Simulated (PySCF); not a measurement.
Diatomics of Ge with the halogens

PBE with triple-zeta basis sets in PySCF, for the lowest determinant that a PBE0 search found; no spin–orbit coupling. De refers to high-spin ground-configuration atoms. A positive dipole means M(−)Ge(+).

| M | basis | state (unpaired electrons) | Re (Å) | ωe (cm⁻¹) | De (eV) | μ (D) |
| --- | --- | --- | --- | --- | --- | --- |
| F | def2-TZVPP | doublet (π ↑) | 1.781 | 632 | 5.61 | 1.78 |
| Cl | def2-TZVPP | doublet (π ↑) | 2.193 | 392 | 4.33 | 1.56 |
| Br | def2-TZVPP | doublet (π ↑) | 2.347 | 285 | 3.88 | 1.46 |
| I | def2-TZVPP | doublet (π ↑) | 2.546 | 235 | 3.36 | 1.10 |

The shortest bond is that of GeF (1.781 Å), the longest that of GeI (2.546 Å). GeF is bound most strongly (5.61 eV) and GeI least (3.36 eV).

Down a group the atoms grow and get heavier, so bonds lengthen and wavenumbers fall; this series shows no clear exception.

These are scalar-relativistic numbers at best; spin–orbit coupling would shift them, the dissociation energy most. States were picked by a PBE0 search and need not be the measured ground states.
